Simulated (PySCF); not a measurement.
Si(GeH3)(H)2(OH) (GeH₆OSi), SMILES O[SiH2][GeH3]. Geometry: PBE-D3(BJ)/def2-SVP. One conformer was computed; it need not be the lowest.

Computed equilibrium geometry at PBE-D3(BJ)/def2-SVP (PySCF confirms it by a frequency run) as bond lengths and angles (one conformer of several):
Atoms: Si1 O2 Ge3 H4 H5 H6 H7 H8 H9. Bonded distances (Å): Si1–O2 1.689, Si1–Ge3 2.398, Si1–H4 1.511, Si1–H5 1.500, O2–H6 0.973, Ge3–H7 1.556, Ge3–H8 1.552, Ge3–H9 1.553. Angles (°): O2–Si1–Ge3 110.9, O2–Si1–H4 112.4, O2–Si1–H5 105.5, Ge3–Si1–H4 108.7, Ge3–Si1–H5 110.7, H4–Si1–H5 108.7, Si1–O2–H6 114.6, Si1–Ge3–H7 110.1, Si1–Ge3–H8 111.3, Si1–Ge3–H9 112.0, H7–Ge3–H8 107.3, H7–Ge3–H9 107.6, H8–Ge3–H9 108.3.
Charge 0, spin multiplicity 1.
